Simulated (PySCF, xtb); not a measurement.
Al(PH2)3 (AlH₆P₃), SMILES [PH2][Al]([PH2])[PH2].

GFN2-xTB in xtb 6.7.1 at its own geometry gives an orbital gap of 3.04 eV and a dipole moment of 0.90 D.

Geometry: PBE0-D3(BJ)/def2-SVP. Other conformers were not sampled.

Task: What does PBE/def2-TZVP in PySCF give? (The exact figures need the calculation; the answer reports its results.)

Result: gap 3.85 eV (levels -6.05 and -2.20 eV), dipole 0.59 D.
